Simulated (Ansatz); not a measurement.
Start from `CO[SiH2][SiH2]Cl` and change one atom or group to get `CO[SiH2]BO`.

Ansatz, PBE0-D4/def2-TZVP geometries, multiplicity 1. Each molecule was computed in one conformer, which needn't be the lowest.

| property | `CO[SiH2][SiH2]Cl` |
| --- | --- |
| HOMO–LUMO gap (B3LYP/def2-TZVPP) / eV | 6.89 |
| LUMO energy (PBE0/def2-TZVPP) / eV | -0.79 |
| LUMO energy (ωB97M-V/def2-TZVPP) / eV | 1.00 |
| HOMO energy (PBE0/def2-TZVPP) / eV | -8.04 |
| LUMO energy (PBE/def2-TZVPP) / eV | -1.67 |
| HOMO–LUMO gap (PBE0/def2-TZVPP) / eV | 7.25 |

What does the change do to each property? (An estimate is asked.)

The calculation gave: 
```csv
property,`CO[SiH2]BO`,shift
HOMO–LUMO gap (B3LYP/def2-TZVPP) / eV,6.38,-0.51
LUMO energy (PBE0/def2-TZVPP) / eV,-0.98,-0.19
LUMO energy (ωB97M-V/def2-TZVPP) / eV,0.99,-0.01
HOMO energy (PBE0/def2-TZVPP) / eV,-7.75,0.29
LUMO energy (PBE/def2-TZVPP) / eV,-1.96,-0.29
HOMO–LUMO gap (PBE0/def2-TZVPP) / eV,6.76,-0.49
```

With PBE0 the HOMO rises by 0.29 eV and the LUMO falls by 0.19 eV, so the gap narrows by about 0.48 eV. PBE moves the HOMO by 0.37 eV and ωB97M-V by 0.16 eV.

B3LYP here is the variant with VWN-RPA as its local correlation; programs differ in this.
